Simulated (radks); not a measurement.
Values are calculated unless marked as measured or tabulated.
Ni24+, configuration [He] 2s2.

Code: a radial shooting solver on a logarithmic mesh with Libxc functionals. Model: Dirac Kohn-Sham, PBE, spin-unpolarised, spherical densities, point nucleus.

Energy parts (eV):
part                      energy
total                 -25769.197
kinetic                26337.241
electron-nucleus      -53280.009
Hartree                 1789.800
exchange-correlation    -616.229

Orbitals (lengths in bohr, moments of r in powers of bohr; r(90%) holds 90 % of the orbital's charge):
| orbital | occ. | eigenvalue (eV) | r(90%) | <r> | small-component weight |
|---|---|---|---|---|---|
| 1s1/2 | 2 | -9823.537 | 0.0959 | 0.05374 | 1.03e-02 |
| 2s1/2 | 2 | -2251.034 | 0.341 | 0.2232 | 2.34e-03 |
| 2p1/2 | 0 | -2189.191 | 0.305 | 0.1892 | 2.30e-03 |
| 2p3/2 | 0 | -2166.399 | 0.308 | 0.1919 | 2.27e-03 |
| 3s1/2 | 0 | -955.8088 | 0.746 | 0.5164 | 9.82e-04 |

The highest occupied level is 2s1/2 at -2251.0 eV. The density falls to 0.001 e/bohr^3 at r = 0.70 bohr. Summed over all electrons, <r^2> = 0.1244 bohr^2, which gives a Langevin (diamagnetic) susceptibility term of -0.0985 x 10^-6 cm^3/mol. For comparison, the ionisation energy in NIST's Atomic Spectra Database is 2296 eV (semi-empirical). In exact Kohn-Sham theory the highest level is minus the ionisation energy, but local and semilocal functionals leave it too shallow, through self-interaction and a potential that decays too fast; potentials with the right tail come closer.
